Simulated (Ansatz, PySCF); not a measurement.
C2H9NOSi, SMILES CC[Si@@H](N)O. Atoms are numbered in the order given.

```xyz
14

C      2.1305    -0.9355     0.2618
C      1.1518     0.1459     0.7107
Si    -0.3881     0.2722    -0.3542
N     -1.2267    -1.2289    -0.2938
O     -1.3669     1.5156     0.1999
H      3.0046    -1.0062     0.9282
H      1.6433    -1.9223     0.2363
H      2.5080    -0.7392    -0.7546
H      1.6456     1.1342     0.7326
H      0.8187    -0.0338     1.7493
H     -0.0321     0.5162    -1.7883
H     -1.4818    -1.6125     0.6101
H     -1.9535    -1.4200    -0.9744
H     -0.9867     2.3986     0.1923
```
Charge 0, spin multiplicity 1.

Geometry: PBE0-D3(BJ)/def2-SVP. The structure was generated by enumeration; whether it is a known compound was not checked. The values are those of a single conformer.

Two levels are set side by side: PBE-D3(BJ)/def2-SVP (Ansatz, a first-principles code) and PBE0-D3(BJ)/def2-SVP (Ansatz). Each level has its own optimised geometry; the coordinates shown are those of the second. Frequencies come from the Hessian of PySCF at each geometry. Differences are taken from unrounded values.

```
quantity                            PBE0-D3(BJ)  PBE-D3(BJ)  PBE-D3(BJ) minus PBE0-D3(BJ)
----------------------------------  -----------  ----------  ----------------------------
mean bond length (Å)                      1.292       1.303                         0.010
bond C1–C2 (Å)                            1.526       1.535                         0.009
bond C2–Si3 (Å)                           1.877       1.889                         0.013
bond Si3–N4 (Å)                           1.721       1.735                         0.015
bond Si3–O5 (Å)                           1.677       1.694                         0.017
bond C1–H6 (Å)                            1.101       1.110                         0.008
bond C1–H7 (Å)                            1.101       1.109                         0.008
bond C1–H8 (Å)                            1.102       1.110                         0.008
bond C2–H9 (Å)                            1.105       1.113                         0.008
bond C2–H10 (Å)                           1.105       1.114                         0.008
bond Si3–H11 (Å)                          1.498       1.509                         0.011
bond N4–H12 (Å)                           1.015       1.024                         0.009
bond N4–H13 (Å)                           1.014       1.023                         0.009
bond O5–H14 (Å)                           0.961       0.973                         0.012
highest harmonic wavenumber (cm⁻¹)         3929        3750                          -179
mean harmonic wavenumber (cm⁻¹)            1397        1352                           -45
zero-point energy (kcal/mol)              71.88       69.58                         -2.31
```

Exact exchange shortens and stiffens bonds; PBE has none. Differences between two approximate levels are no errors against the true value.
